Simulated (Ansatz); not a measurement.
Breaking a bond: Si(Me)(OMe)3, SMILES CO[Si](OC)(C)OC, singlet. The C1–H20 bond (C1 also carries H, H, O; H20 carries nothing else) is stretched with both fragments frozen at the PBE0/def2-SVP optimised geometry.

- UKS-PBE0 = unrestricted PBE0/def2-SVP in Ansatz (an electronic-structure program)
- RKS-PBE0 = restricted PBE0/def2-SVP (Ansatz)
- UKS-BLYP = unrestricted BLYP/def2-SVP (Ansatz)
- RKS-BLYP = restricted BLYP/def2-SVP in Ansatz
- UKS-PBE = unrestricted PBE/def2-SVP (Ansatz)
- RKS-PBE = Ansatz with restricted PBE/def2-SVP

Scanned distances (Å): 0.91, 0.97, 1.03, 1.08, 1.10, 1.14, 1.17, 1.25, 1.32, 1.44, 1.60, 1.81, 2.06, 2.32, 2.70, 3.18.

Question: Where does the unrestricted solution first break spin symmetry (<S²> of 0.01 or more)?

Answer: UKS-PBE0: between 1.81 and 2.06 Å; UKS-BLYP: between 2.06 and 2.32 Å; UKS-PBE: between 2.06 and 2.32 Å.

| R / Å | <S²> UKS-PBE0 | E(RKS-PBE0) − E(UKS-PBE0) / kcal/mol | <S²> UKS-BLYP | E(RKS-BLYP) − E(UKS-BLYP) / kcal/mol | <S²> UKS-PBE | E(RKS-PBE) − E(UKS-PBE) / kcal/mol |
|---|---|---|---|---|---|---|
| 0.91 | 0.00 | 0.0 | 0.00 | 0.0 | 0.00 | 0.0 |
| 0.97 | 0.00 | 0.0 | 0.00 | 0.0 | 0.00 | 0.0 |
| 1.03 | 0.00 | 0.0 | 0.00 | 0.0 | 0.00 | 0.0 |
| 1.08 | 0.00 | 0.0 | 0.00 | 0.0 | 0.00 | 0.0 |
| 1.10 | 0.00 | 0.0 | 0.00 | 0.0 | 0.00 | 0.0 |
| 1.14 | 0.00 | 0.0 | 0.00 | 0.0 | 0.00 | 0.0 |
| 1.17 | 0.00 | 0.0 | 0.00 | 0.0 | 0.00 | 0.0 |
| 1.25 | 0.00 | 0.0 | 0.00 | 0.0 | 0.00 | 0.0 |
| 1.32 | 0.00 | 0.0 | 0.00 | 0.0 | 0.00 | 0.0 |
| 1.44 | 0.00 | 0.0 | 0.00 | 0.0 | 0.00 | 0.0 |
| 1.60 | 0.00 | 0.0 | 0.00 | 0.0 | 0.00 | 0.0 |
| 1.81 | 0.00 | 0.0 | 0.00 | 0.0 | 0.00 | 0.0 |
| 2.06 | 0.19 | 0.4 | 0.00 | 0.0 | 0.00 | 0.0 |
| 2.32 | 0.62 | 6.8 | 0.27 | 0.9 | 0.30 | 0.7 |
| 2.70 | 0.88 | 20.2 | 0.69 | 6.9 | 0.78 | 8.2 |
| 3.18 | 0.98 | 34.8 | 0.91 | 15.3 | 0.96 | 18.3 |
